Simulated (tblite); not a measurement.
Compound: C6H12NO (doublet state).
Z-matrix (Å and degrees, GFN2-xTB geometry), rows numbered from 1:
```
C 
O   1  1.4016
C   2  1.4272  1  115.27
C   3  1.5314  2  112.59  1    80.22
C   4  1.5239  3  109.66  2    65.24
C   5  1.5277  4  108.79  3    62.03
C   6  1.4848  5  110.08  4   -53.14
N   7  1.4008  6  118.83  5    41.89
H   1  1.0959  2  112.19  3   -65.58
H   1  1.0981  2  111.13  3    56.39
H   1  1.0884  2  106.24  3   175.30
H   3  1.1074  2  108.09  1   -41.07
H   4  1.0912  3  109.41  2   -56.67
H   4  1.0913  3  108.12  2  -174.54
H   5  1.0914  4  108.84  3   -57.23
H   5  1.0916  4  110.29  3  -176.39
H   6  1.0929  5  110.65  4  -174.08
H   6  1.1041  5  108.39  4    69.02
H   7  1.0764  6  119.69  5  -168.69
H   8  1.0125  3  111.78  2    53.77
```

Level: GFN2-xTB in tblite, geometry and Hessian alike; calculated harmonic values, unscaled, isolated species. This tight-binding method is rough: wavenumbers can miss measured ones by several per cent, in bad cases by 10 to 20. One conformer, not necessarily the lowest. Open shells enter through the occupations alone, without spin polarisation, and single modes of such species can be off by tens of per cent.

Harmonic wavenumbers (cm⁻¹): 63.2, 107.7, 153.0, 199.9, 262.6, 306.2, 377.3, 381.8, 415.4, 484.0, 568.1, 681.3, 736.2, 853.0, 880.0, 916.8, 946.8, 968.5, 993.9, 1070.2, 1079.2, 1105.4, 1115.7, 1132.8, 1141.4, 1156.9, 1169.8, 1231.3, 1233.5, 1304.9, 1315.3, 1320.7, 1330.3, 1346.0, 1367.7, 1405.3, 1422.8, 1463.9, 1471.4, 1476.3, 1483.9, 1489.7, 2780.3, 2785.2, 2889.1, 2921.0, 2962.4, 2974.6, 2978.1, 2991.0, 2995.4, 3022.1, 3099.0, 3390.2.

A = 3640, B = 1614, C = 1344 MHz; mass 114.092 u (most abundant isotopes); point group C1, symmetry number 1; spin multiplicity 2.

Q: Zero-point energy?

A: ½Σν̃ = 37859 cm⁻¹ = 108.25 kcal/mol.

Q: Entropy at 500 K, 1 bar (ideal gas, RRHO, classical rotation)?

A: Translation 42.71, rotation 29.64, vibration 40.36, spin (R ln 2) 1.38: S = 114.1 cal/(mol K).

Q: And Cp and H(500 K) − H(0)?

A: Cp = 54.63 cal/(mol K), of which vibrations give 46.68 (their classical limit is 54 R = 107.3); H(500 K) − H(0) = 15.05 kcal/mol without the zero-point energy, 11.07 from vibrations.

Q: How do the functions run with temperature in this model?

A: 
| T (K) | S (cal/(mol K)) | Cp (cal/(mol K)) | H − H(0) (kcal/mol) | G − H(0) (kcal/mol) | ln q(vib) |
| --- | --- | --- | --- | --- | --- |
| 150 | 73.5 | 20.2 | 2.03 | -8.99 | 1.88 |
| 250 | 85.8 | 29.2 | 4.49 | -16.97 | 3.83 |
| 298.15 | 91.4 | 34.2 | 6.02 | -21.24 | 4.82 |
| 400 | 103.0 | 45.0 | 10.05 | -31.14 | 6.97 |
| 600 | 124.8 | 62.7 | 20.93 | -53.94 | 11.41 |
| 900 | 153.8 | 80.0 | 42.55 | -95.85 | 18.14 |

q(vib) and H(0) count from the zero-point level.

Q: Which modes carry the vibrational entropy at 500 K?

A: 63.2 cm⁻¹: 5.38; 107.7 cm⁻¹: 4.32; 153.0 cm⁻¹: 3.63; 199.9 cm⁻¹: 3.11; 262.6 cm⁻¹: 2.59; 306.2 cm⁻¹: 2.30 cal/(mol K); the other 48 give 19.02 together.

Q: Blend soft modes into free rotors: weight 1/[1 + (100 cm⁻¹/ν̃)⁴] for the oscillator and the rest for a rotor with moment μB/(μ + B), μ = h/(8π²ν), B = 10⁻⁴⁴ kg m². What vibrational entropy results?

A: 38.45 cal/(mol K) in place of 40.36, which changes −T·S at 500 K by +0.95 kcal/mol.

Q: What must be added to the electronic energy to get the Gibbs energy at 500 K and 1 bar?

A: ZPE + [H(500 K) − H(0)] − T·S = 108.25 + 15.05 − 57.04 = 66.26 kcal/mol.

Hindered rotation and anharmonicity are outside this model. Other conformers, if any are populated, would add a mixing term that is left out. The structure is chiral; the term R ln 2 for an equal mix with its mirror image is left out.
